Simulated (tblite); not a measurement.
C5H9O2P.
Geometry (GFN2-xTB, Å), atoms numbered from 1 in this order:
```
atom  x, y, z in Å
C1     2.3336    0.6448    1.6788
C2     1.9517    0.2649    0.6099
C3     1.4563   -0.1989   -0.6608
P4    -0.1038   -1.1469   -0.3877
O5     0.0676   -2.5139    0.1174
O6    -0.7563   -1.1516   -1.8716
C7    -1.2263   -0.0864    0.6030
C8    -1.4346    1.2919    0.0000
H9     2.6898    0.9746    2.6084
H10    1.2702    0.6345   -1.3394
H11    2.1693   -0.8913   -1.1167
H12   -0.9919   -2.0573   -2.0801
H13   -0.8010   -0.0247    1.6052
H14   -2.1676   -0.6372    0.6715
H15   -0.5208    1.8779    0.0618
H16   -2.2172    1.8255    0.5350
H17   -1.7261    1.2061   -1.0446
```

Calculated harmonic vibrations of the isolated species, GFN2-xTB (tblite), most abundant isotopes, no scaling. Errors from tens to a few hundred cm⁻¹ against measured bands are possible. One conformer, not necessarily the lowest.

Harmonic wavenumbers (cm⁻¹): 40.5, 80.6, 100.5, 154.7, 195.2, 207.4, 247.2, 274.9, 298.7, 333.8, 349.7, 359.7, 427.9, 620.7, 640.7, 671.0, 728.5, 773.1, 802.9, 809.0, 893.1, 972.3, 1006.2, 1009.2, 1075.5, 1087.9, 1176.9, 1208.8, 1241.3, 1281.4, 1386.4, 1406.8, 1434.9, 1494.2, 1501.5, 2293.0, 2941.8, 2954.9, 2968.3, 2985.2, 3030.1, 3037.1, 3042.4, 3401.3, 3583.1.

A = 2169, B = 1463, C = 1147 MHz; mass 132.034 u (most abundant isotopes); point group C1, symmetry number 1.

**Question.** Zero-point energy?

**Answer.** Half the sum of the wavenumbers: 28265 cm⁻¹ = 80.81 kcal/mol.

**Question.** What is S at 350 K and 1 bar for an ideal gas of classical rigid rotors and harmonic oscillators?

**Answer.** Translation 41.37, rotation 29.35, vibration 36.85: S = 107.6 cal/(mol K).

**Question.** And Cp and H(350 K) − H(0)?

**Answer.** Cp = 44.20 cal/(mol K), of which vibrations give 36.25 (their classical limit is 45 R = 89.4); H(350 K) − H(0) = 9.52 kcal/mol without the zero-point energy, 6.74 from vibrations.

**Question.** How do the functions run with temperature in this model?

**Answer.** 
```csv
T (K),S (cal/(mol K)),Cp (cal/(mol K)),H − H(0) (kcal/mol),G − H(0) (kcal/mol),ln q(vib)
100,69.6,19.9,1.33,-5.63,1.78
200,86.9,30.6,3.88,-13.50,4.61
300,101.1,39.9,7.41,-22.91,7.46
500,125.2,54.8,16.99,-45.62,12.90
800,154.2,68.5,35.67,-87.71,20.28
1000,170.2,74.5,50.00,-120.19,24.69
```

q(vib) and H(0) count from the zero-point level.

**Question.** Blend soft modes into free rotors: weight 1/[1 + (100 cm⁻¹/ν̃)⁴] for the oscillator and the rest for a rotor with moment μB/(μ + B), μ = h/(8π²ν), B = 10⁻⁴⁴ kg m². What vibrational entropy results?

**Answer.** 34.16 cal/(mol K) in place of 36.85, which changes −T·S at 350 K by +0.94 kcal/mol.

Hindered rotation and anharmonicity are outside this model. Other conformers, if any are populated, would add a mixing term that is left out. The structure is chiral; the term R ln 2 for an equal mix with its mirror image is left out.
